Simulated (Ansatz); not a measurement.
The cluster Al₂O₃, relaxed as a singlet with RKS PBE-D4/def2-SVP in Ansatz, starting from the GFN2-xTB geometry. Force threshold 0.02 eV/Å.

The structure holds 2 bond(s) between oxygen atoms. The restricted singlet is unstable towards broken spin symmetry in Hartree–Fock (as tested in another run); at PBE-D4/def2-SVP this wasn't settled. Another isomer (singlet) lies 5.54 eV lower at PBE0-D4/def2-TZVP; other spin states weren't run for this one.

Start:

Cartesian coordinates in Å:
```
Al -1.4113 0.1179 0.3127
Al 0.1942 -1.1802 -1.5880
O 0.9835 -0.4611 -0.2847
O 0.4361 0.1584 0.9300
O -0.2026 1.3650 0.6300
```

Question: Estimate the energy that the relaxation releases and the steps that it takes.

Answer: 39.7 kJ/mol, in 11 steps; 5.5 s on 4 threads of Arm Neoverse V1 on a shared host. No frequencies were taken in this run, so the end may be a saddle point.

Question: Does the start keep its bonding?

Answer: By distances, no bond broke or formed. The bond that changes most is Al1–Al2, from 2.81 to 3.05 Å (atoms count from 1).

Question: Predict the relaxed structure.

Answer: 
```xyz
5

Al   -1.6038    0.2689    0.3005
Al    0.2212   -1.3921   -1.4905
O     1.1494   -0.2206   -0.4410
O     0.4275    0.0103    0.8312
O    -0.1943    1.3334    0.7998
```
Bond lengths (bridged metal pairs left out): 3 × Al–O 1.83 to 2.12 Å; 2 × O–O 1.46 to 1.48 Å.
